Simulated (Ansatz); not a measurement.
Species: SiF2, charge 0, multiplicity 1. 
Geometry from a B3LYP-D3(BJ)/def2-TZVP (Ansatz, a quantum-chemistry and plane-wave program) optimisation:
SMILES: F[Si]F
```xyz
3

Si     0.0153     0.0127     0.5768
F      1.0240    -0.6902    -0.4611
F     -1.0478     0.6704    -0.4362
```

Basis-set convergence of Hartree-Fock and CCSD(T) correlation energies (hartree) with Ansatz. Valence correlation only, unless marked. Spin-orbit coupling is left out. No relativistic terms.

The Hartree-Fock reference is unstable (checked in the largest basis), which strains HF and MP2. 

```tsv
basis	functions	E(HF)	E(corr, CCSD(T))	rough core time
cc-pV(D+d)Z	51	-487.90516	-0.47599	under 20 s
cc-pV(T+d)Z	99	-488.00217	-0.62810	under 20 s
cc-pV(Q+d)Z	174	-488.02569	-0.68258	24 s
```

Extrapolating the two largest sets (X = 3 and 4) as X^-3: E(corr) = (64·(-0.68258) - 27·(-0.62810))/37 = -0.7223 Eh, an estimate of the basis-set limit. The largest set recovers 94.5 % of it, the smallest 65.9 %.
